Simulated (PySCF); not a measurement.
H2Se, SMILES [SeH2] (connectivity only; charge and spin as stated), charge +1, multiplicity 2. The structure is a stationary point at PBE-D3(BJ)/def2-TZVPD. The multiplicity is an assumed one; other spin states were not compared.

All values below come from PBE-D3(BJ)/def2-TZVPD run with PySCF.

Harmonic wavenumbers (cm⁻¹): 1007, 2278, 2284. Rotational constants (GHz): 231.9, 219.7, 112.8; symmetry number 2.

### Question
Work out the zero-point energy and the ideal-gas rigid-rotor harmonic-oscillator thermochemistry at 298.15 K and 1 atm.

### Answer
ZPE = ½ Σ hcν = ½ × 5568 cm⁻¹ = 33.31 kJ/mol. H − E(el) = 43.32 kJ/mol. Entropy in J/(mol K): translation 163.55, rotation 55.69, vibration 0.38, spin 5.76, total 225.39. G − E(el) = -23.88 kJ/mol. Cp = 34.84 J/(mol K).
